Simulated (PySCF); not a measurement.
# Static response to an electric field

Compound: C2H8N2Si.
Structure used (PBE0-D3(BJ)/def2-SVP), in Å, numbered top down from 1:
```
atom  x, y, z in Å
C1     1.864   -0.860    0.418
C2     1.316    0.083   -0.360
Si3   -0.534    0.345   -0.518
N4    -1.255   -1.141   -0.006
N5    -1.235    1.590    0.457
H6     1.239   -1.549    0.998
H7     2.949   -0.986    0.517
H8     1.993    0.750   -0.912
H9    -0.809    0.807   -1.920
H10   -0.902   -2.028   -0.346
H11   -2.260   -1.169    0.128
H12   -1.048    1.614    1.454
H13   -1.315    2.527    0.079
```

Level: wB97X-D/def2-SVPD (PySCF), static field, nuclei fixed, core orbitals frozen in the response. The polarisability tensor in these axes (au):

```
x   72.92 -7.01  3.04
y   -7.01 69.13 -6.24
z    3.04 -6.24 61.57
```

Q: Diagonalise the tensor; give its mean and Δα, where Δα² is half the sum of the squared differences of the eigenvalues.

A: Principal values 58.00, 65.23 and 80.39 au; mean 67.87 au = 10.06 Å³ = 11.19 × 10⁻⁴⁰ C²·m²/J; Δα = 19.79 au (29 % of the mean).

Q: What is the dipole moment, and where does it point?

A: (0.10, -0.04, 0.35) D, 0.37 D in size, pointing from the negative to the positive side. Measured along this direction, the outermost atoms are H9 at the negative end and H6 and H7 at the positive end.

Q: In a dilute gas of rigid molecules at 500 K, how does the orientational term μ²/3kT compare with the electronic polarisability?

A: In Gaussian units μ²/3kT = 0.66 Å³ against 10.06 Å³, a ratio of 0.07; the Debye molar polarisation (4π/3)N_A(α + μ²/3kT) is 27.0 cm³/mol, leaving out the vibrational part.

Q: Sum over states: ᾱ = Σ f/ω², ω in Eh. What share falls to these 6 lowest TDDFT singlets (eV, f)? 6.05, 0.0203; 6.47, 0.0450; 6.88, 0.0441; 6.95, 0.1320; 7.19, 0.2035; 7.62, 0.0266.

A: They add up to 7.18 au, 10.6 % of the 67.87 au; the largest single term is 2.92 au, from the state at 7.19 eV. Terms in order: 0.41, 0.80, 0.69, 2.03, 2.92, 0.34 au. Higher excitations give the rest. The strengths listed sum to 0.471.

Q: Give the eigenvalues of the traceless quadrupole moment Θ = ½Σq(3rr − r²1), origin at the centre of nuclear charge.

A: -4.38, -1.27, 5.65 D·Å. The values depend on the origin, since the dipole doesn't vanish. The electronic extent ⟨r²⟩ about the same centre is 606 bohr², a root-mean-square distance of 1.88 Å for the 48 electrons.

Q: What depolarisation ratio follows for Rayleigh scattering of linearly polarised light, taking the static tensor?

A: ρ = 3Δα²/(45ᾱ² + 4Δα²) = 1175.4/(207301 + 1567.2) = 0.00563.

Q: Give the principal axes and the span of the nuclei along them.

A: Largest value along (0.71, -0.62, 0.32), where the nuclei span 5.37 Å; middle along (0.70, 0.58, -0.42), 4.52 Å; least along (0.07, 0.52, 0.85), 3.42 Å. The response follows the extents in order.

One conformer (not necessarily the lowest) at the PBE0-D3(BJ)/def2-SVP geometry, without solvent, vibrations or thermal averaging.

The run behind these numbers computed excited states as well. Hardware: an Intel Xeon Platinum 8488C with one thread, shared host with 96 logical CPUs at a one-minute load of 6.9. Cost: 19 s, 0.76 GiB resident at most.

wB97X-D is run here without its empirical dispersion term; that term would change no orbital, density or response property at a fixed geometry.
